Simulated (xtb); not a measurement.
CH3AlF2, SMILES [F][Al]([CH3])[F]. All values are semi-empirical tight-binding results from xtb (GFN2-xTB unless named), good for trends rather than for accurate numbers. Geometry: GFN2-xTB. The isomer is the one that the SMILES or the coordinates give; other isomers of the formula were not compared.

A frequency run showed that this geometry is not a minimum.

For metal compounds this method's bond lengths and energies can be far off.

* **point group as xtb finds it**: Cs
* **orbital gap**: 4.76 eV
